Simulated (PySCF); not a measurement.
B3LYP has the VWN-RPA correlation part, as in Gaussian. 

## [Zn(Cl)2] (charge 0, multiplicity 1)

Level of theory: PySCF with B3LYP-D3(BJ)/def2-TZVP // PBE-D3(BJ)/def2-SVP.

The HOMO is -8.86 eV and the dipole moment is 0.00 D. The HOMO–LUMO gap is 6.75 eV and the LUMO is -2.11 eV. The charge on the central atom (Mulliken) is 0.60 e. The charge on the central atom (meta-Löwdin) is 1.23 e and the total energy is -2700.0188 Ha. The cost comes out as roughly 26 core-seconds.

```xyz
3

Zn     0.0000     0.0000     0.0000
Cl    -0.9899    -0.2991    -1.8311
Cl     0.9899     0.2991     1.8311
```
